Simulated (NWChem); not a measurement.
# C₂H₆BO₃, doublet; SMILES B(OC)([O])OC

```xyz
12

C     -0.7749    -2.1401    -0.0009
O     -0.7492    -0.7150     0.0002
B      0.4192     0.0007     0.0000
O      1.6108    -0.6879    -0.0002
O      0.4512     1.3569     0.0001
C     -0.7415     2.1361     0.0007
H     -0.2842    -2.5466     0.8906
H     -0.2830    -2.5453    -0.8924
H     -1.8243    -2.4447    -0.0018
H     -0.7441     2.7733     0.8913
H     -0.7443     2.7742    -0.8892
H     -1.6382     1.5101     0.0005
```
Atoms are numbered in this order, from 1.

Results from NWChem. Spin-unrestricted. The geometry was optimised at B3LYP/6-31G* (spherical d), spin-unrestricted. No stability test was run on the SCF state. Fermi-contact couplings, non-relativistic, static geometry.

Question: What does the run give for TPSSh/IGLO-II? Quantities: A(iso) 13C atom 1 (MHz); A(iso) 17O atom 2 (MHz); A(iso) 11B atom 3 (MHz); A(iso) 17O atom 4 (MHz); A(iso) 17O atom 5 (MHz); A(iso) 13C atom 6 (MHz); <S²>.

Answer: 
- A(iso) 13C atom 1 (MHz): 6.2
- A(iso) 17O atom 2 (MHz): 5.1
- A(iso) 11B atom 3 (MHz): -30.5
- A(iso) 17O atom 4 (MHz): -20.0
- A(iso) 17O atom 5 (MHz): -20.5
- A(iso) 13C atom 6 (MHz): 3.8
- <S²>: 0.753
